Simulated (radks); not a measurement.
Spherical jellium clusters: N electrons in a uniform positive sphere of charge N and radius rs N^(1/3), rs = 4.02 bohr. Method: non-relativistic Kohn-Sham, exchange-only LDA, spin-polarised, spherical densities; computed with a radial shooting solver with Libxc functionals. Levels are named by radial order and angular momentum (1s, 1p, 1d, 2s, ...), and open shells are averaged over m.

N = 17, configuration 1s2 1p6 1d(up 5, down 4). This is the lowest configuration that the search found. Occupied and some empty levels:

level    occupation  eigenvalue (eV)  <r> (bohr)
1s up             1          -4.2988       6.303
1s down           1          -4.2220       6.087
1p up             3          -3.4136       7.691
1p down           3          -3.2762       7.623
1d up             5          -2.3614       8.698
1d down           4          -2.2059       8.708
2s up             0          -2.0161       7.505
2s down           0          -1.9737       7.585
1f up             0          -1.1826       9.703
1f down           0          -1.0315       9.793
2p up             0         -0.78967       10.09
2p down           0         -0.73057       10.20

Energy (eV): total -17.5922, kinetic 28.455, external -895.92, Hartree 440.58, exchange-correlation -47.190, background 456.48.

Electron density:

r (bohr)  n(r) (e/bohr^3)
0.757            0.002024
2.02             0.002346
3.29             0.002955
4.55             0.003715
5.82             0.004293
7.08             0.004247
8.35             0.003345
9.61             0.001967
10.9            0.0008593
12.1            0.0003126
13.4            0.0001022
14.7           0.00003202
15.9            9.767e-06
